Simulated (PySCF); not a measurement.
**Relaxation of singlet WF4**

These are results of PySCF, PBE, basis W def2-SVP with ECP60, F def2-SVP (scalar-relativistic core potentials, no spin–orbit coupling, density fitting), not measurements. A (50,194) grid was used.

A start displaced from a saddle point along its imaginary mode, of D2d symmetry, held to at least that symmetry:

Coordinates in bohr (charge 0 multiplicity 1):
```
W     0.0000    0.0000    0.0000
F     3.4949    0.0000    0.4724
F     0.0000    3.4949   -0.4724
F    -3.4949    0.0000    0.4724
F     0.0000   -3.4949   -0.4724
```

(1) What does it relax to?

(2) How much energy is released, and in how many steps?

## Answers

(1) It ends at D2d with W–F 1.847 Å (×4); F–W–F 92.0° (×4), F–W–F 158.7° (×2). A frequency run shows a minimum. Other isomers or separated fragments may lie lower.

(2) 4.0 kJ/mol in 5 steps.

Spin–orbit coupling, left out here, can matter for elements this heavy.

The relaxation took roughly 28 core-seconds on a shared host.
